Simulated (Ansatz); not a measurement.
```yaml
atoms:
  - { symbol: Li, position_ang: [0.0869, 0.0523, -0.4392] }
  - { symbol: H, position_ang: [0.0242, 0.0182, 1.0938] }
```

Basis set: aug-cc-pVDZ (spherical functions). All electrons are correlated. Charge 0, multiplicity 1.

Computed with Ansatz (development build ahead of 0.2.0); each method stands on the lowest determinant of its kind that the runs found. Restricted open shells among the atoms or ions are ROHF, correlated in semicanonical orbitals with singles.

The atomization energy at this shape (free ground-state atoms in the same class of orbitals less the molecule, no zero-point energy) of singlet LiH:

```json
{"method": "RHF-MP2", "atomization energy": "49.81 kcal/mol"}
```

(1) What does RHF give?

## Answers

(1) 32.33 kcal/mol.
